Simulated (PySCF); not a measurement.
**Electron correlation in Al+ (aluminium, charge +1)**

[Ne] 3s2, closed-shell 1S. All numbers are calculated (PySCF 2.14, the spin-free X2C one-electron Hamiltonian (Gaussian nucleus), in Sapporo-DZP-2012). Frozen: [Ne]; 2 electrons correlated.

Total MP2 correlation energy: -23.41 mhartree.

Same-spin part 0.00 and opposite-spin part -23.41 mhartree; SCS-MP2 scales them by 1/3 and 6/5 to -28.10 mhartree.

With two correlated electrons CCSD is exact within the correlated space (frozen core and kept virtual orbitals).

```
level  correlation energy (mhartree)
 CCSD                         -35.94
```

Diagnostics: T1 = 0.0032, D1 = 0.0046, largest double amplitude 0.111.

Q: Is a single reference adequate?

A: Mostly. T1 lies below 0.03, but a double amplitude of this size points to a near-degeneracy that CCSD handles and MP2 describes poorly.
